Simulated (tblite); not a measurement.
Species: C6H9FNPS.
Z-matrix (Å and degrees, GFN2-xTB geometry), rows numbered from 1:
```
C 
C   1  1.5265
N   2  1.4450  1  111.00
C   3  1.3601  2  123.94  1   -83.47
C   4  1.3673  3  113.40  2   176.28
S   5  1.7575  4  122.00  3   179.46
C   6  1.8119  5   99.84  4  -179.91
P   5  1.7793  4  112.39  3    -0.29
C   3  1.3477  2  124.44  1    91.58
F   9  1.3423  3  117.06  2     3.99
H   1  1.0875  2  110.31  3   -61.62
H   1  1.0864  2  109.91  3   178.56
H   1  1.0876  2  110.39  3    58.45
H   2  1.0928  1  110.38  3  -119.74
H   2  1.0928  1  110.11  3   120.07
H   4  1.0736  3  119.99  2    -4.24
H   7  1.0854  6  106.95  5   179.72
H   7  1.0874  6  109.24  5   -60.78
H   7  1.0876  6  109.25  5    60.16
```

Level: GFN2-xTB in tblite, geometry and Hessian alike; calculated harmonic values, unscaled, isolated species. Against measured fundamentals such values can be off by several per cent, at times by over 20. One conformer, not necessarily the lowest.

Harmonic wavenumbers (cm⁻¹): 39.5, 43.5, 100.7, 127.8, 147.9, 182.9, 195.3, 255.1, 281.0, 296.2, 371.3, 374.0, 408.0, 441.7, 519.6, 562.0, 672.5, 732.3, 734.7, 735.7, 829.1, 922.8, 946.4, 951.2, 1009.0, 1061.6, 1090.1, 1120.3, 1169.8, 1232.9, 1264.2, 1314.2, 1322.8, 1380.4, 1409.0, 1433.7, 1434.7, 1437.8, 1461.6, 1485.5, 1489.4, 1492.9, 2973.6, 2983.8, 3010.1, 3012.5, 3043.2, 3046.7, 3054.5, 3056.8, 3145.6.

A = 1919, B = 608.9, C = 484.8 MHz; mass 177.018 u (most abundant isotopes); point group C1, symmetry number 1.

Task: What is the zero-point energy?

Result: Half the sum of the wavenumbers: 30904 cm⁻¹ = 369.69 kJ/mol.

Task: Entropy at 350 K, 1 bar (ideal gas, RRHO, classical rotation)?

Result: Translation 176.74, rotation 130.52, vibration 175.36: S = 482.6 J/(mol K).

Task: And Cp and H(350 K) − H(0)?

Result: Cp = 200.30 J/(mol K), of which vibrations give 167.04 (their classical limit is 51 R = 424.0); H(350 K) − H(0) = 42.81 kJ/mol without the zero-point energy, 31.17 from vibrations.

Task: Blend soft modes into free rotors: weight 1/[1 + (100 cm⁻¹/ν̃)⁴] for the oscillator and the rest for a rotor with moment μB/(μ + B), μ = h/(8π²ν), B = 10⁻⁴⁴ kg m². What vibrational entropy results?

Result: 159.79 J/(mol K) in place of 175.36, which changes −T·S at 350 K by +5.45 kJ/mol.

Task: Which modes carry the vibrational entropy at 350 K?

Result: 39.5 cm⁻¹: 23.44; 43.5 cm⁻¹: 22.64; 100.7 cm⁻¹: 15.71; 127.8 cm⁻¹: 13.76; 147.9 cm⁻¹: 12.58; 182.9 cm⁻¹: 10.88 J/(mol K); the other 45 give 76.36 together.

Task: What must be added to the electronic energy to get the Gibbs energy at 350 K and 1 bar?

Result: ZPE + [H(350 K) − H(0)] − T·S = 369.69 + 42.81 − 168.92 = 243.58 kJ/mol.

Hindered rotation and anharmonicity are outside this model. Other conformers, if any are populated, would add a mixing term that is left out. The structure is chiral; the term R ln 2 for an equal mix with its mirror image is left out.
